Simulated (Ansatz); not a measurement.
Born–Oppenheimer molecular dynamics of BrH₅Sn (7 atoms, charge 0, multiplicity 1). It starts at the highest image of a converged band, a first-order saddle point between two minima.

All numbers below come from Ansatz 0.2.0, RKS PBE0-D4/def2-SVP.

```yaml
ensemble: NVE (velocity Verlet)
time_step: 0.5 fs
steps_asked: 200
starting_velocities_drawn_for: 300 K
seed: 11498
```

Frames 2.5 fs apart, positions in Å, forces in eV/Å.

Velocities at 10 fs (Å/ps):

```
Sn 1.98 0.10 -0.85
H -7.44 -3.57 -17.19
H -14.54 3.73 -10.70
H 3.20 3.36 -1.74
H 1.03 -12.86 3.75
Br -2.46 0.07 1.61
H -20.85 -7.58 -1.97
```

```xyz
7
Properties=species:S:1:pos:R:3:forces:R:3 time_fs=10 energy_less_start_eV=0.056 T=214
Sn -0.160 0.000 -0.141 0.87 -0.14 -0.37
H -0.043 -0.116 1.746 -0.10 0.19 -0.05
H 1.572 0.111 -0.117 0.10 -0.19 -0.04
H -0.499 1.536 -0.808 -0.43 -0.18 0.09
H -0.607 -1.565 -0.688 -0.06 0.39 0.03
Br -2.769 0.000 1.380 0.19 0.11 0.16
H -1.030 0.005 1.772 -0.57 -0.17 0.17
7
Properties=species:S:1:pos:R:3:forces:R:3 time_fs=12.5 energy_less_start_eV=0.009 T=287
Sn -0.155 0.000 -0.143 0.70 -0.30 -0.43
H -0.064 -0.119 1.702 -0.02 0.16 0.00
H 1.544 0.114 -0.145 0.57 -0.17 -0.11
H -0.504 1.538 -0.809 -0.47 -0.24 0.12
H -0.606 -1.583 -0.677 -0.05 0.57 0.05
Br -2.775 0.000 1.384 0.12 0.08 0.33
H -1.102 -0.018 1.771 -0.86 -0.10 0.04
7
Properties=species:S:1:pos:R:3:forces:R:3 time_fs=15 energy_less_start_eV=-0.157 T=543
Sn -0.150 0.000 -0.146 1.15 -0.19 -0.23
H -0.086 -0.113 1.658 0.12 0.14 -0.07
H 1.548 0.108 -0.181 0.58 -0.14 -0.24
H -0.537 1.526 -0.803 -0.46 -0.21 0.10
H -0.608 -1.569 -0.663 -0.13 0.39 -0.06
Br -2.781 0.001 1.389 -0.25 0.03 0.50
H -1.225 -0.048 1.772 -1.00 -0.01 0.00
7
Properties=species:S:1:pos:R:3:forces:R:3 time_fs=17.5 energy_less_start_eV=-0.345 T=832
Sn -0.143 0.000 -0.148 1.98 0.12 0.01
H -0.101 -0.098 1.609 0.31 0.13 -0.10
H 1.584 0.092 -0.231 0.10 -0.12 -0.34
H -0.598 1.503 -0.792 -0.40 -0.11 0.02
H -0.619 -1.533 -0.654 -0.27 -0.05 -0.26
Br -2.787 0.001 1.393 -1.99 0.05 0.21
H -1.401 -0.078 1.776 0.28 -0.03 0.45
7
Properties=species:S:1:pos:R:3:forces:R:3 time_fs=20 energy_less_start_eV=-0.240 T=674
Sn -0.136 0.000 -0.151 2.42 0.36 -0.20
H -0.097 -0.076 1.557 0.35 0.11 0.26
H 1.626 0.070 -0.299 -0.43 -0.07 -0.32
H -0.682 1.473 -0.780 -0.28 -0.03 -0.05
H -0.645 -1.500 -0.660 -0.35 -0.37 -0.38
Br -2.795 0.001 1.398 -5.07 0.33 -0.84
H -1.548 -0.111 1.812 3.36 -0.33 1.53
7
Properties=species:S:1:pos:R:3:forces:R:3 time_fs=22.5 energy_less_start_eV=-0.524 T=1108
Sn -0.128 0.001 -0.154 2.18 0.25 -0.84
H -0.073 -0.047 1.520 0.33 0.06 0.75
H 1.644 0.044 -0.387 -0.67 -0.01 -0.23
H -0.784 1.440 -0.770 -0.09 -0.05 -0.03
H -0.691 -1.486 -0.687 -0.23 -0.24 -0.25
Br -2.806 0.002 1.403 -2.40 0.12 -0.04
H -1.528 -0.162 1.927 0.89 -0.12 0.64
7
Properties=species:S:1:pos:R:3:forces:R:3 time_fs=25 energy_less_start_eV=-0.545 T=1143
Sn -0.119 0.001 -0.157 1.43 -0.08 -1.07
H -0.030 -0.015 1.526 0.26 0.00 0.69
H 1.623 0.018 -0.489 -0.56 0.06 -0.15
H -0.890 1.404 -0.761 0.14 -0.13 0.04
H -0.751 -1.486 -0.728 0.01 0.15 0.03
Br -2.819 0.003 1.407 0.49 -0.33 1.29
H -1.453 -0.218 2.079 -1.76 0.32 -0.82
7
Properties=species:S:1:pos:R:3:forces:R:3 time_fs=27.5 energy_less_start_eV=-0.496 T=1068
Sn -0.108 0.001 -0.160 0.58 -0.30 -0.61
H 0.029 0.017 1.569 0.15 -0.05 -0.05
H 1.571 -0.005 -0.600 -0.17 0.11 -0.15
H -0.989 1.360 -0.751 0.34 -0.15 0.09
H -0.810 -1.478 -0.768 0.22 0.40 0.27
Br -2.832 0.003 1.412 1.14 -0.49 1.74
H -1.472 -0.257 2.186 -2.25 0.48 -1.30
7
Properties=species:S:1:pos:R:3:forces:R:3 time_fs=30 energy_less_start_eV=-0.696 T=1375
Sn -0.098 0.001 -0.164 0.00 -0.31 0.00
H 0.097 0.046 1.610 0.03 -0.08 -0.77
H 1.508 -0.022 -0.721 0.26 0.15 -0.21
H -1.067 1.309 -0.736 0.44 -0.04 0.08
H -0.857 -1.447 -0.793 0.28 0.33 0.38
Br -2.844 0.003 1.419 0.21 -0.33 1.21
H -1.619 -0.268 2.220 -1.23 0.28 -0.70
7
Properties=species:S:1:pos:R:3:forces:R:3 time_fs=32.5 energy_less_start_eV=-0.629 T=1272
Sn -0.088 0.001 -0.168 -0.04 -0.17 0.23
H 0.166 0.070 1.607 -0.07 -0.12 -0.96
H 1.460 -0.029 -0.854 0.36 0.18 -0.17
H -1.121 1.255 -0.716 0.41 0.18 0.03
H -0.888 -1.397 -0.795 0.20 -0.01 0.34
Br -2.857 0.003 1.426 -3.12 0.55 -1.38
H -1.826 -0.267 2.224 2.25 -0.62 1.91
7
Properties=species:S:1:pos:R:3:forces:R:3 time_fs=35 energy_less_start_eV=-0.698 T=1379
Sn -0.077 0.001 -0.172 0.38 0.03 -0.21
H 0.231 0.087 1.549 -0.05 -0.12 -0.55
H 1.432 -0.026 -0.995 0.06 0.19 0.06
H -1.149 1.213 -0.694 0.32 0.43 -0.04
H -0.907 -1.349 -0.778 0.04 -0.45 0.23
Br -2.871 0.003 1.432 -2.52 0.53 -1.32
H -1.920 -0.298 2.329 1.78 -0.60 1.84
7
Properties=species:S:1:pos:R:3:forces:R:3 time_fs=37.5 energy_less_start_eV=-0.728 T=1424
Sn -0.066 0.001 -0.176 0.61 0.13 -1.28
H 0.294 0.097 1.462 0.13 -0.08 0.36
H 1.407 -0.011 -1.133 -0.30 0.16 0.35
H -1.159 1.195 -0.674 0.25 0.53 -0.08
H -0.924 -1.327 -0.747 -0.05 -0.68 0.15
Br -2.887 0.004 1.438 0.56 -0.48 1.70
H -1.919 -0.359 2.528 -1.20 0.41 -1.20
```

Of the whole run (100 fs, mean temperature of the second half 1592 K): The conserved energy stayed within 0.4 meV per atom of its start (net change -0.29 meV per atom), so the integration is sound. The kinetic energy rose, since the run started high on the potential surface and went downhill. It ends in pieces (BrH + H4Sn), so much of that is their flight and rotation, not heat. A run of 0.1 ps of so small a system gives no equilibrium averages. The orbitals stay closed-shell, which can raise the energy where a bond breaks towards radicals; this wasn't checked here.

Run time: 12 min on 1 thread of Arm Neoverse V1, on a shared host, peak memory 0.18 GiB.
